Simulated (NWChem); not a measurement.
Molecule: C₃H₇FSi; SMILES C/C=C(/F)[SiH3]

Results from NWChem. Coordinates come from a PBE0/def2-SVP optimisation. Not confirmed as a minimum by frequencies. Level PBE/def2-SVP: energy and gradient on several grids; changes count from the extra-fine grid, which is no exact limit either.

Problem. Which is the coarsest grid (xcoarse; fine; coarse; xfine; medium) from which on the energy stays within 100 μHa and each gradient component within 200 μHa/bohr of xfine?

Solution. medium.
```tsv
grid	size of the energy change (μHa)	largest change of a gradient component (μHa/bohr)	time, medium = 1 (rough)
xcoarse	6000	6000	about 1
coarse	30	400	about 1
medium	< 10	90	about 1
fine	< 10	< 30	about 1
xfine	< 10	< 30	2
```
